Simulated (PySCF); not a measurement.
# Dipole response of In⁻ (indium, charge -1)

[Kr] 4d10 5s2 5p2, high-spin 3P determinant. Calculation: PySCF 2.14, in x2c-TZVPPall with one added diffuse shell each of s, p, d, f type (9s7p5d3f, 76 functions); scalar relativity by spin-free X2C-1e. Coupled (time-dependent) response in atomic units; α is the mean over directions.

```csv
method,mean α (bohr³),"α xx, yy, zz",C₆ (like pair),S(−4)
wB97X,307.4,"189.2, 366.5, 366.5",6523,48170
```

S(−4) is the Cauchy moment in α(ω) = α(0) + S(−4) ω² + …

Spin-orbit coupling is absent.

α(iu) at wB97X:

```tsv
u (hartree)	α(iu) (bohr³)
0	307.4
0.0500	227.2
0.100	138.6
0.200	62.33
0.300	35.64
0.500	16.94
0.750	9.447
1.00	6.341
1.50	3.680
2.00	2.504
3.00	1.421
5.00	0.6456
```

For an ion, C₆ is the dispersion term alone; charge-induced terms of lower order in 1/R come first.

The components differ because the open shell of this determinant is not spherical; for a pure term their mean is the scalar polarisability.
